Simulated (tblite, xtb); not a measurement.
H3ClSi, triplet, at the geometry of the source list (a higher spin typed on purpose: for a closed-shell molecule this is an excited state). Base run: GFN1-xTB run with xtb.

Geometry (Å):
```xyz
5

Si    -0.1291    -0.0057    -0.0046
Cl     1.8781     0.0836     0.0676
H     -0.5043    -0.9984    -1.0053
H     -0.6300     1.3138    -0.3726
H     -0.6148    -0.3933     1.3150
```
Charge 0, spin multiplicity 3.
All else is at xtb's defaults.
Base energy -7.53246 Eh.

Programs used: tblite, xtb; a row that names a program was run with it.

Variants of this job, named by their change:

```tsv
change	ΔE vs base (mEh)	dipole (D)	G_solv (kcal/mol)	SCF cycles
base	0.000	0.14	-	12
gbsa = acetonitrile	0.157	0.11	0.05	9
acc = 0.1	0.000	0.14	-	13
etemp = 5000	-39.949	0.02	-	10
program = tblite; method = gfn1; option = --spin-polarized	-12.137	-	-	-
program = tblite; method = gfn1; option = (--efield, 0,0,0.1)	-0.199	-	-	-
gbsa = water	2.888	0.09	1.77	9
program = tblite; method = gfn1; option = (--etemp, 2000)	-9.365	-	-	-
acc = 30	0.000	0.14	-	9
```

ALPB and GBSA are two models with their own fitted parameters for each solvent, which aren't always the measured dielectric constant.
